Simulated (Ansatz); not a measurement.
Consider the ligand exchange at the Si–N bond: `F[SiH](Cl)[NH][GeH3]` + NH₃ → `N[SiH](F)Cl` + `[NH2][GeH3]`.

Computed with Ansatz on PBE0-D4/def2-TZVP structures; ΔE is electronic, products minus reactants. CBS: MP2 limit from def2 TZ/QZ plus the TZ coupled-cluster correction, frozen cores. This one scheme is used for every species. For Ge outer-core shells are correlated without core-valence functions, which leaves a few kJ/mol of doubt a bond. Scalar relativity is left out up to krypton. Each species was taken in one conformer, which may not be the lowest.

| species | CCSD(T)/CBS(def2) energy (Eh) |
| --- | --- |
| `F[SiH](Cl)[NH][GeH3]` | -2982.63266 |
| NH₃ | -56.50880 |
| `N[SiH](F)Cl` | -905.31614 |
| `[NH2][GeH3]` | -2133.81884 |

Q: Work out ΔE.

A: ΔE = (-905.31614) + (-2133.81884) − (-2982.63266) − (-56.50880) = 0.00648 Eh = +17.0 kJ/mol.

Largest T1 diagnostic among the species: 0.011.

The D4 term adds +5.9 kJ/mol with B3LYP and +3.5 kJ/mol with PBE0; it sums over pairs of atoms, weighted by their polarisabilities, and B3LYP, whose exchange is more repulsive, gets the larger term. In def2-TZVPP, CCSD(T) changes the Hartree–Fock value by +6.8 kJ/mol (the triples alone add +1.1 kJ/mol) and MP2 by +7.0 kJ/mol.

B3LYP here is the variant with VWN-RPA as its local correlation; programs differ in this.
